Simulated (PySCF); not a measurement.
One of the candidates below gave these computed data.

All candidates are C3H9NOSi3.

- NMR, other nuclei: isotropic shieldings of nuclei other than C and H, by class: -97 (1 N), 299 (1 O), 350 (1 Si), 393 (1 Si), 394 (1 Si) ppm [GIAO PBE0/pcSseg-1]
- Dipole: 3.87 D [PBE0/def2-SVPD]
- Rotational structure: rotational constants A, B, C: 3.253, 0.554, 0.536 GHz [GFN2-xTB]
- Triplet: lowest triplet excitation (Tamm–Dancoff): 5.70 eV [TDA PBE0/def2-SVPD]
- Polarisability: 113.8 au [PBE0/def2-SVPD]
- 1H NMR: chemical shifts (computed TMS as zero) by class: 5.72 (1 H), 5.16 (3 H), 5.13 (1 H), 1.17 (2 H), 0.97 (2 H) ppm [GIAO PBE0/pcSseg-1]
- UV, first state: lowest singlet excitation: 6.27 eV (198 nm, f = 0.001) [TDDFT PBE0/def2-SVPD]
- UV, strongest line: among the 8 lowest singlet transitions: S7 at 7.09 eV (175 nm, f = 0.151) [TDDFT PBE0/def2-SVPD]
- 13C NMR: chemical shifts (computed TMS as zero) by class: 126.0 (1 C), 12.5 (2 C) ppm [GIAO PBE0/pcSseg-1]

Electronic properties: PySCF, gas phase, density fitting. Levels stand in brackets. Geometry: GFN2-xTB, one conformer, isolated molecule. NMR classes are plain means over equivalent atoms (diastereotopic ones count apart unless rotation or inversion swaps them), as if these changed places fast.

Question: Which candidate is it?
A. `N#C[Si@H]1C[Si@H](O[SiH3])C1`
B. `N#C[C@@H](C=O)[SiH]([SiH3])[SiH3]`
C. `CC(=O)[Si]([SiH3])([SiH3])C#N`

Answer: A. It is `N#C[Si@H]1C[Si@H](O[SiH3])C1`. Numbering: `[N:1]#[C:2][Si@H:3]1[CH2:4][Si@H:5]([O:6][SiH3:7])[CH2:8]1`. Its formula, C3H9NOSi3, gives 3 degrees of unsaturation: 1 ring and 2 π bonds in the structure found. 3 carbons fall into 2 classes; from least to most shielded: cyano carbon [C2] (126.0 ppm), ring sp3 carbon bound to silicon [C4/C8] (12.5 ppm, 2 C). Hydrogen classes from least to most shielded: 1 H on an oxygen-bound silicon, Si5 (5.72 ppm), 3 H on an oxygen-bound silicon, Si7 (5.16 ppm), 1 H on an SiH silicon, Si3 (5.13 ppm), 2 H on 2 like atoms (sp3 carbon bound to silicon), C4/C8 (1.17 ppm), 2 H on 2 like atoms (sp3 carbon bound to silicon), C4/C8 (0.97 ppm). The other shieldings belong to: -97 ppm, cyano nitrogen [N1]; 299 ppm, siloxane oxygen [O6]; 350 ppm, oxygen-bound silicon [Si5]; 393 ppm, oxygen-bound silicon [Si7]; 394 ppm, SiH silicon [Si3]. By its constants the optimised geometry is an asymmetric top.

The others, at the same levels:
- `N#C[C@@H](C=O)[SiH]([SiH3])[SiH3]` fails: it has 3 carbon classes against 2; its computed 13C shifts are 206.3 (1 C), 122.5 (1 C), 31.9 (1 C) ppm, 1H shifts are 9.86 (1 H), 4.38 (1 H), 3.78 (3 H), 3.74 (3 H), 2.94 (1 H) ppm and lowest singlet excitation is 4.30 eV (288 nm, f = 0.007) (against 6.27 eV).
- `CC(=O)[Si]([SiH3])([SiH3])C#N` fails: it has 3 carbon classes against 2; its computed 13C shifts are 246.8 (1 C), 126.2 (1 C), 44.4 (1 C) ppm, 1H shifts are 3.74 (6 H), 2.93 (3 H) ppm and rotational constant A is 0.942 GHz (against 3.253 GHz).

Each candidate is one conformer, not necessarily the lowest. Dipoles, sizes and rotational constants follow the conformer. The torsions of the flexible species, by atom-mapped SMILES:
- `[N:1]#[C:2][Si@H:3]1[CH2:4][Si@H:5]([O:6][SiH3:7])[CH2:8]1`: C4–Si5–O6–Si7 -39°
- `[N:1]#[C:2][C@@H:3]([CH:4]=[O:5])[SiH:6]([SiH3:7])[SiH3:8]`: C2–C3–C4–O5 -175°, C2–C3–Si6–Si7 52°
- `[CH3:1][C:2](=[O:3])[Si:4]([SiH3:5])([SiH3:6])[C:7]#[N:8]`: C1–C2–Si4–Si5 108°
